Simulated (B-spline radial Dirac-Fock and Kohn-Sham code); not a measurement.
**2s emission of Ge³⁺**

System: Ge³⁺, [Ar] 3d10 4s1, inside a Watson sphere of charge -3 and radius 3 Å (a model of the Madelung potential; inside it an electron's potential energy is raised by 14.4 eV).

The computed values come from a radial finite-basis atomic code: independent-particle radiative and Coulomb Auger rates from relativistic LDA hole-state orbitals, with Dirac-Fock energies.

| line | multipole | energy (eV) | width (meV) | share (%) |
| --- | --- | --- | --- | --- |
| L1-L2 | E1 | 168.6 | 0.0391 | 0.460 |
| L1-L3 | E1 | 199.8 | 0.134 | 1.57 |
| L1-M2 | E1 | 1290.0 | 2.94 | 34.6 |
| L1-M3 | E1 | 1294.3 | 5.34 | 62.9 |
| L1-M4 | E2 | 1390.2 | 0.0135 | 0.159 |
| L1-M5 | E2 | 1390.7 | 0.0200 | 0.236 |

The listed lines hold 100.0 % of the radiative rate. The radiative width is 0.00849 eV in the length form and 0.00840 eV in the velocity form; the two differ because the transition energies are not eigenvalue differences of the potential that gave the orbitals.
